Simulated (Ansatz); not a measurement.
`[NH2][Ga]([F])[SH]` + HCl → `[F][Ga]([SH])[Cl]` + NH₃  (ligand exchange at a Ga–N bond)

Isolated molecules relaxed with PBE0-D4/def2-TZVP in Ansatz; ΔE leaves out vibrations. CBS: MP2 limit from def2 TZ/QZ plus the TZ coupled-cluster correction, frozen cores. This one scheme is used for every species. For Ga outer-core shells are correlated without core-valence functions, which leaves a few kJ/mol of doubt a bond. Scalar relativity is left out up to krypton. Each species was taken in one conformer, which may not be the lowest.

`[NH2][Ga]([F])[SH]`:

```xyz
7

N    -0.383    1.443    0.323
Ga   -0.114   -0.286   -0.094
F    -1.492   -1.148   -0.755
S     1.709   -1.445    0.213
H     0.365    2.071    0.556
H    -1.213    1.925    0.022
H     1.129   -2.559   -0.266
```

HCl:

Z-matrix (Å, degrees):
```
Cl
H 1 1.279
```

`[F][Ga]([SH])[Cl]`:

Z-matrix (Å, degrees):
```
Ga
F 1 1.743
Cl 1 2.115 2 116.8
S 1 2.169 2 119.1 3 -180.0
H 4 1.346 1 91.7 2 0.0
```

NH₃:

```xyz
4

N    -0.224    0.068   -0.156
H     0.191   -0.805   -0.456
H     0.500    0.774   -0.209
H    -0.466   -0.037    0.821
```

```tsv
species	MP2/CBS(def2) energy (Eh)
`[NH2][Ga]([F])[SH]`	-2478.07331
HCl	-460.35267
`[F][Ga]([SH])[Cl]`	-2881.96393
NH₃	-56.48866
```

Question: Work out ΔE.

Answer: ΔE = (-2881.96393) + (-56.48866) − (-2478.07331) − (-460.35267) = -0.02661 Eh = -0.72 eV. CCSD(T)/CBS gives -0.72 eV.

Largest T1 diagnostic among the species: 0.013.

In def2-TZVPP, CCSD(T) changes the Hartree–Fock value by +0.14 eV (the triples alone add +0.00 eV) and MP2 by +0.14 eV.
